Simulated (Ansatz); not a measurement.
`C[O][Ge][NH2]` + `[CH3][Al]([Cl])[Cl]` → `C[CH2][Al]([Cl])[Cl]` + `[NH2][Ge][OH]`  (formal exchange of groups at a C–O bond)

Isolated molecules relaxed with PBE0-D4/def2-TZVP in Ansatz; ΔE leaves out vibrations. CCSD(T)/CBS adds triple-zeta CCSD(T) − MP2 to the extrapolated MP2 energy (def2 sets, frozen cores). Functionals use def2-TZVPP. B3LYP here is the variant with VWN-RPA as its local correlation; programs differ in this. HSE06 is defined as in plane-wave codes. For Ge outer-core shells are correlated without core-valence functions, which leaves a few kJ/mol of doubt a bond. Scalar relativity is left out up to krypton. One conformer a species, not always the lowest.

`C[O][Ge][NH2]`:

Z-matrix (Å, degrees):
```
C
O 1 1.404
H 1 1.099 2 112.9
H 1 1.095 2 110.0 3 120.5
H 1 1.095 2 110.0 3 -120.5
Ge 2 1.798 1 120.9 3 -0.2
N 6 1.812 2 93.4 1 -180.0
H 7 1.006 6 123.7 2 -180.0
H 7 1.009 6 122.6 2 -0.0
```

`[CH3][Al]([Cl])[Cl]`:

Z-matrix (Å, degrees):
```
C
Al 1 1.928
H 1 1.091 2 111.8
H 1 1.094 2 110.4 3 121.0
H 1 1.094 2 110.4 3 -121.0
Cl 2 2.090 1 121.2 3 -179.9
Cl 2 2.090 1 122.3 3 0.1
```

`C[CH2][Al]([Cl])[Cl]`:

Z-matrix (Å, degrees):
```
C
C 1 1.527
H 1 1.092 2 111.7
H 1 1.093 2 111.5 3 -120.2
H 1 1.092 2 111.7 3 119.5
Al 2 1.939 1 115.9 3 -60.0
H 2 1.097 1 110.9 3 62.2
H 2 1.097 1 110.9 3 177.9
Cl 6 2.091 2 121.4 1 179.7
Cl 6 2.092 2 121.8 1 -0.3
```

`[NH2][Ge][OH]`:

Cartesian coordinates in Å:
```
N 0.144 0.892 -0.344
Ge -1.093 0.085 0.735
O -0.436 -1.583 0.735
H 0.079 1.874 -0.564
H 0.945 0.462 -0.783
H 0.362 -1.730 0.220
```

```csv
level,ΔE (kJ/mol),difference from CCSD(T)/CBS
LDA (SPW92),-30.3,3.9
PBE-D4,-31.2,3.0
revPBE-D4,-31.6,2.6
r2SCAN-D4,-28.7,5.5
B97M-V,-28.3,5.9
PBE0-D4,-33.0,1.2
r2SCANh-D4,-29.9,4.3
r2SCAN0-D4,-31.4,2.8
HSE06-D4,-32.9,1.3
BHLYP-D4,-28.9,5.3
CAM-B3LYP-D4,-28.1,6.1
ωB97X-V,-30.4,3.8
ωB97M-V,-33.2,1.0
PBE-QIDH,-34.0,0.2
PBE,-30.1,4.1
revPBE,-29.4,4.8
BLYP,-24.3,9.9
r2SCAN,-28.3,5.9
PBE0,-32.0,2.2
B3LYP,-26.5,7.7
r2SCANh,-29.5,4.7
r2SCAN0,-31.0,3.2
HSE06,-32.0,2.2
BHLYP,-27.8,6.4
CAM-B3LYP,-27.0,7.2
LC-ωPBE,-32.2,2.0
RPA@PBE/def2-TZVPP,-28.6,5.6
MP2/def2-SVP,-28.9,5.3
CCSD/def2-SVP,-25.2,9.0
CCSD(T)/def2-SVP,-24.7,9.5
HF/def2-TZVPP,-25.7,8.5
MP2/def2-TZVPP,-36.1,-1.9
SCS-MP2/def2-TZVPP,-32.6,1.6
CCSD(T)/def2-TZVPP,-32.3,1.9
HF/def2-QZVPP,-25.2,9.0
MP2/def2-QZVPP,-37.0,-2.8
SCS-MP2/def2-QZVPP,-33.7,0.5
HF/CBS(def2),-25.1,9.1
MP2/CBS(def2),-38.0,-3.8
CCSD/CBS(def2),-34.3,-0.1
CCSD(T)/CBS,-34.2,0
```

Largest T1 diagnostic among the species: 0.014.

At CCSD(T), def2-SVP lies +9.5 kJ/mol from the extrapolated value and def2-TZVPP +1.9 kJ/mol. In def2-TZVPP, CCSD(T) changes the Hartree–Fock value by −6.6 kJ/mol (the triples alone add +0.1 kJ/mol) and MP2 by −10.5 kJ/mol.
